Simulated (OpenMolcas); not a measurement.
**3d5 along the 23-electron sequence**

```yaml
Program: OpenMolcas
Method: RASSCF
Basis: ANO-RCC-VQZP
Scalar_Hamiltonian: DKH2, point nucleus
Spin-orbit_coupling: state interaction with AMFI integrals over the reference wave functions, term energies averaged over their components
```

Active space for each ion: 11 electrons in 8 orbitals (RAS1 3p, at most 2 holes; RAS2 3d).

Computed levels in cm-1 above 6S 5/2:

```tsv
Level	Mn2+	Fe3+	Co4+	Ni5+	Cu6+
4G 5/2	32934	38411	43249	48086	52663
4G 7/2	32952	38442	43304	48173	52798
4G 11/2	32957	38452	43320	48198	52837
4G 9/2	32963	38462	43337	48226	52879
4P 5/2	33555	39303	44450	49613	54505
4P 3/2	33582	39354	44539	49758	54729
4P 1/2	33606	39398	44618	49888	54934
4D 7/2	38904	45422	51248	57069	62626
4D 1/2	38931	45477	51351	57240	62899
weight of 6S in the lowest level (%)	100	100	100	100	100
```

Measured, with the error of the calculation in %. Measured levels: Mn2+ from Corliss and Sugar, J. Phys. Chem. Ref. Data 6, 1253 (1977); Fe3+ from Corliss and Sugar, J. Phys. Chem. Ref. Data 11, 135 (1982); Co4+ from Sugar and Corliss, J. Phys. Chem. Ref. Data 10, 1097 (1981); Ni5+ from Corliss and Sugar, J. Phys. Chem. Ref. Data 10, 197 (1981); Cu6+ from the list in Gamrath, thesis, University of Mons (2023).

```
  Level           Mn2+           Fe3+           Co4+           Ni5+           Cu6+
 4G 7/2  26860 (+22.7)                                                            
4G 11/2  26824 (+22.9)  32246 (+19.2)  37218 (+16.4)  41921 (+15.0)               
 4P 5/2  29168 (+15.0)  35254 (+11.5)   40753 (+9.1)   45884 (+8.1)   50732 (+7.4)
 4P 3/2  29241 (+14.8)  35333 (+11.4)   40891 (+8.9)   46104 (+7.9)   51067 (+7.2)
 4P 1/2  29207 (+15.1)  35407 (+11.3)   41024 (+8.8)   46325 (+7.7)   51407 (+6.9)
 4D 7/2  32307 (+20.4)  38779 (+17.1)  44709 (+14.6)  50331 (+13.4)  55742 (+12.3)
 4D 1/2  32369 (+20.3)  38897 (+16.9)  44908 (+14.3)                 56210 (+11.9)
```

4G 5/2 changes by a factor of 1.6 over the same range, with steps per unit of Z of +5480, +4840, +4840, +4580 cm-1.

Without dynamic correlation excited terms often stand tens of per cent too high (terms of higher spin than the ground term too low), and those without a measured partner can miss by more than the paired ones. Active for correlation alone: 3p; no level in the range computed is led by a configuration that opens it, so any true level of that kind is missing. Measured partners are found by configuration, term and J. A level has none where our copy of the source lacks it or the pairing is in doubt (some pairs that miss far off the trend of their configuration count as doubtful), and it then counts in no deviation. Levels of configurations outside the active space are missing.
